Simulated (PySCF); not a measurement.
What does the PBE0-D3(BJ)/def2-SVP structure of (trifluorovinyl)benzene, `c1cccc(c1)C(F)=C(F)F` look like in three dimensions?

Z-matrix in Å and degrees, rows numbered from 1:
```
F 
C   1  1.3062
F   2  1.3105  1  112.00
C   2  1.3405  1  123.47  3   179.65
F   4  1.3396  2  115.12  1     0.57
C   4  1.4618  2  129.08  1  -179.67
C   6  1.4040  4  117.64  2  -177.97
C   7  1.3911  6  120.64  4  -179.52
C   8  1.3930  7  120.30  6    -0.10
C   9  1.3948  8  119.40  7     0.03
C  10  1.3905  9  120.77  8     0.04
H   7  1.0903  6  119.22  4     0.26
H   8  1.0925  7  119.48  6   179.82
H   9  1.0923  8  120.33  7   179.92
H  10  1.0925  9  120.01  8   179.92
H  11  1.0893  6  120.53  4    -0.29
```

The 11 heavy atoms lie in one plane (0.020 Å rms). The 6-membered ring C6–C7–C8–C9–C10–C11 has internal angles of 118.8° to 120.8° (sum 720°, against 720° for a flat polygon); it is planar, 0.00 Å rms from its mean plane, widest ring torsion 0°. The 3 C–F bonds span 1.306 Å (F1–C2, drawn single) to 1.340 Å (C4–F5, drawn single), a spread of 0.034 Å. The C–C distances run from 1.340 Å (C2=C4, drawn double) to 1.462 Å (C4–C6, drawn single), a spread of 0.122 Å.

Level of theory: PBE0-D3(BJ)/def2-SVP geometry optimisation, gas phase (PySCF).

Point group: near Cs, missed by 0.11 Å at most; the miss may be what the optimiser left on a soft mode. Not checked by PBE0-D3(BJ)/def2-SVP frequencies. One conformer, not necessarily the lowest (C2–C4–C6–C7 -178°).

Hardware: an Intel Xeon Platinum 8259CL at 2.50 GHz with 2 threads, on a shared host. Cost: 1.8 min wall, 4.6 min CPU, 0.81 GiB resident at most. This is the geometry optimisation.
